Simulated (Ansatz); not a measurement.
CH₃BBrFSi, relaxed with RKS PBE-D4/def2-SVP in Ansatz from a rough embedded geometry. The force threshold is 0.03 eV/Å; the program also tests the step.

Charge 0, multiplicity 1. The bonds changed during the relaxation, so this is another structure than the one it started from.

Start:

```xyz
8

F    -0.152   -1.928    0.151
C    -0.040   -0.666    0.515
Br   -0.301   -0.315    2.368
B     1.097    0.127   -0.094
Si   -0.810    0.504   -0.607
H     2.309    0.298   -0.256
H    -0.992    0.123   -1.984
H    -1.111    1.858   -0.095
```

(1) How much energy does the relaxation release, and in how many steps? (An estimate is asked.)

(2) Which bonds change most? (Best estimate.)

(3) Give the relaxed structure. (Estimate.)

Answers

(1) The calculation gave: 1.25 eV, in 12 steps, 2 of them rejected.

(2) Ansatz gave: Br3–B4 from 2.866 to 2.164 Å; C2–Br3 from 1.904 to 2.189 Å; C2–Si5 from 1.795 to 1.898 Å; Si5–H7 from 1.440 to 1.505 Å.

(3) Ansatz gave: 
```xyz
8

F    -0.314   -2.170    0.261
C    -0.112   -0.862    0.225
Br    0.294    0.089    2.154
B     1.099    0.098    0.145
Si   -0.656    0.730   -0.654
H     2.300    0.066    0.036
H    -0.911    0.415   -2.104
H    -1.699    1.635   -0.064
```
